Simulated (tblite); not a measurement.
Compound: C₇H₈N (doublet state).
Z-matrix (Å and degrees, GFN2-xTB geometry), rows numbered from 1:
```
N 
C   1  1.4590
C   2  1.4916  1  112.99
C   3  1.3559  2  135.56  1   108.96
C   4  1.5167  3   94.69  2  -172.52
C   5  1.5174  4  118.88  3    81.61
C   6  1.3521  5   94.28  4   -80.91
C   7  1.4533  6   92.75  5     2.37
H   1  1.0151  2  109.60  3    59.29
H   1  1.0155  2  109.89  3   -58.56
H   2  1.0936  1  108.10  3   121.44
H   2  1.0949  1  107.43  3  -121.61
H   4  1.0735  3  133.68  2     2.05
H   5  1.0828  4  118.40  3  -122.35
H   6  1.0735  5  131.35  4    93.83
H   7  1.0741  6  134.56  5   176.99
```

Calculated harmonic vibrations of the isolated species, GFN2-xTB (tblite), most abundant isotopes, no scaling. This tight-binding method is rough: wavenumbers can miss measured ones by several per cent, in bad cases by 10 to 20. One conformer, not necessarily the lowest. Open shells enter through the occupations alone, without spin polarisation, and single modes of such species can be off by tens of per cent.

Harmonic wavenumbers (cm⁻¹): 31.1, 104.6, 230.3, 292.3, 332.1, 350.4, 436.5, 602.5, 677.5, 681.6, 727.9, 808.8, 849.7, 862.7, 891.8, 926.0, 967.3, 996.2, 1012.3, 1025.9, 1074.9, 1079.9, 1097.3, 1126.0, 1168.9, 1184.5, 1206.7, 1270.3, 1292.8, 1306.6, 1457.5, 1518.1, 1567.6, 1602.9, 2944.5, 2964.0, 3034.4, 3113.2, 3117.7, 3130.6, 3380.7, 3411.3.

A = 4423, B = 1722, C = 1402 MHz; mass 106.066 u (most abundant isotopes); point group C1, symmetry number 1; spin multiplicity 2.

Q: What is the zero-point energy?

A: ½Σν̃ = 27929 cm⁻¹ = 79.85 kcal/mol.

Q: What is S at 500 K and 1 bar for an ideal gas of classical rigid rotors and harmonic oscillators?

A: Translation 42.49, rotation 29.34, vibration 34.65, spin (R ln 2) 1.38: S = 107.9 cal/(mol K).

Q: And Cp and H(500 K) − H(0)?

A: Cp = 47.52 cal/(mol K), of which vibrations give 39.58 (their classical limit is 42 R = 83.5); H(500 K) − H(0) = 13.28 kcal/mol without the zero-point energy, 9.31 from vibrations.

Q: What must be added to the electronic energy to get the Gibbs energy at 500 K and 1 bar?

A: ZPE + [H(500 K) − H(0)] − T·S = 79.85 + 13.28 − 53.93 = 39.20 kcal/mol.

Q: How do the functions run with temperature in this model?

A: 
```
T (K)  S (cal/(mol K))  Cp (cal/(mol K))  H − H(0) (kcal/mol)  G − H(0) (kcal/mol)  ln q(vib)
  100             66.1              13.9                 1.09                -5.51       1.34
  200             77.8              21.1                 2.83               -12.73       2.86
  300             88.1              30.4                 5.39               -21.03       4.48
  800            133.9              62.9                30.09               -77.03      13.73
 1000            148.6              69.2                43.33              -105.32      17.38
```

q(vib) and H(0) count from the zero-point level.

Q: Which modes carry the vibrational entropy at 500 K?

A: 31.1 cm⁻¹: 6.78; 104.6 cm⁻¹: 4.38; 230.3 cm⁻¹: 2.84; 292.3 cm⁻¹: 2.39; 332.1 cm⁻¹: 2.15; 350.4 cm⁻¹: 2.05 cal/(mol K); the other 36 give 14.05 together.

Hindered rotation and anharmonicity are outside this model. Other conformers, if any are populated, would add a mixing term that is left out. The structure is chiral; the term R ln 2 for an equal mix with its mirror image is left out.
